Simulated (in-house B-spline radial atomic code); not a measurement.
# Pt⁵⁺: [Ar] 3d10 4s1 4p6 4d10 4f14 5s2 5p6 5d6 (with a hole in an inner shell)

All numbers are computed (Dirac-Hartree-Fock, average of configuration; Fermi nucleus of rms radius 5.427 fm) with a radial B-spline atomic code at the basis-set limit, not measured.

Screening seen three ways: the hydrogenic charge with the same mean radius, Z_r = [3n² - l(l+1)]/(2<r>), the one with the same energy, Z_e = n√(-2ε), and Slater's rules. Values are occupation-weighted means over j. An effective charge above Z reflects the relativistic contraction of the inner shells.

```json
{"shell": "1s", "electrons": "2", "ε (eV)": "-79008", "<r> (bohr)": "0.01715", "Z_r": "87.46", "Z_e": "76.20", "Slater": "77.70"}
{"shell": "2s", "electrons": "2", "ε (eV)": "-14099", "<r> (bohr)": "0.07166", "Z_r": "83.73", "Z_e": "64.38", "Slater": "73.85"}
{"shell": "2p", "electrons": "6", "ε (eV)": "-12335", "<r> (bohr)": "0.06473", "Z_r": "77.25", "Z_e": "60.22", "Slater": "73.85"}
{"shell": "3s", "electrons": "2", "ε (eV)": "-3444.7", "<r> (bohr)": "0.1863", "Z_r": "72.45", "Z_e": "47.74", "Slater": "66.75"}
{"shell": "3p", "electrons": "6", "ε (eV)": "-2916.6", "<r> (bohr)": "0.1868", "Z_r": "66.90", "Z_e": "43.92", "Slater": "66.75"}
{"shell": "3d", "electrons": "10", "ε (eV)": "-2291.7", "<r> (bohr)": "0.1704", "Z_r": "61.60", "Z_e": "38.93", "Slater": "56.85"}
{"shell": "4s", "electrons": "1", "ε (eV)": "-844.49", "<r> (bohr)": "0.4153", "Z_r": "57.78", "Z_e": "31.51", "Slater": "50.60"}
{"shell": "4p", "electrons": "6", "ε (eV)": "-658.83", "<r> (bohr)": "0.4383", "Z_r": "52.47", "Z_e": "27.83", "Slater": "50.60"}
{"shell": "4d", "electrons": "10", "ε (eV)": "-429.14", "<r> (bohr)": "0.4645", "Z_r": "45.21", "Z_e": "22.46", "Slater": "39.85"}
{"shell": "5s", "electrons": "2", "ε (eV)": "-193", "<r> (bohr)": "0.9415", "Z_r": "39.83", "Z_e": "18.83", "Slater": "21.20"}
{"shell": "4f", "electrons": "14", "ε (eV)": "-174.7", "<r> (bohr)": "0.4994", "Z_r": "36.04", "Z_e": "14.33", "Slater": "28.45"}
{"shell": "5p", "electrons": "6", "ε (eV)": "-140.93", "<r> (bohr)": "1.059", "Z_r": "34.46", "Z_e": "16.09", "Slater": "21.20"}
{"shell": "5d", "electrons": "6", "ε (eV)": "-77.501", "<r> (bohr)": "1.343", "Z_r": "25.69", "Z_e": "11.93", "Slater": "9.25"}
```

The least bound orbital is 5d5/2 at -76.68 eV, and it is also the most diffuse (<r> = 1.356 bohr). The part-filled 4s shell lies below the filled 5p shell in orbital energy.

Spin-orbit splittings of the orbital energies (j = l + 1/2 above j = l - 1/2 when positive): 2p 1733 eV, 3p 386.4 eV, 3d 82.52 eV, 4p 93.75 eV, 4d 17.81 eV, 4f 3.765 eV, 5p 17.13 eV, 5d 2.042 eV.

For the 1s electron the small component carries 8.75 % of the norm, the zero-frequency Breit interaction raises the level by 289.7 eV, self-energy by 184.7 eV, and vacuum polarisation lowers it by 37.09 eV.
